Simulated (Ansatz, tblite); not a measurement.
Forces on the cluster Re3 at its PBE-D4/def2-TZVP geometry. The state is a doublet with charge 0.

In the def2 sets Re takes a core potential; there is no spin–orbit coupling. The xTB rows come from tblite. At CAM-B3LYP-D4/def2-TZVP the charge 0 doublet is spin-contaminated (final ⟨S²⟩ up to 2.33, 0.75 for a pure state). The geometry of the doublet was relaxed on an unsound state (⟨S²⟩ 1.58, where a pure state has 0.75). At PBE0-D4/def2-TZVP a quartet of charge 0 lies 0.12 eV below the doublet, each at its own geometry. That quartet is doubtful there (⟨S²⟩ 4.94, where a pure state has 3.75). The structure comes from a short search, and lower isomers may exist.

GFN1-xTB (tblite), largest force 13.01 eV/Å:

```xyz
3
positions Å, forces eV/Å
Re    0.200    1.273   -0.126   -2.243   12.659    1.872
Re    0.825   -0.778   -0.623    5.091  -11.305   -3.955
Re   -1.024   -0.494    0.749   -2.848   -1.354    2.083
```

GFN2-xTB (tblite), largest force 17.08 eV/Å:

```
Re -0.522 17.049 0.674
Re 8.689 -13.118 -6.646
Re -8.167 -3.931 5.973
```

CAM-B3LYP-D4/def2-TZVP (Ansatz), largest force 1.17 eV/Å:

```
Re 0.586 -0.068 -0.434
Re 0.275 0.562 -0.194
Re -0.861 -0.494 0.628
```
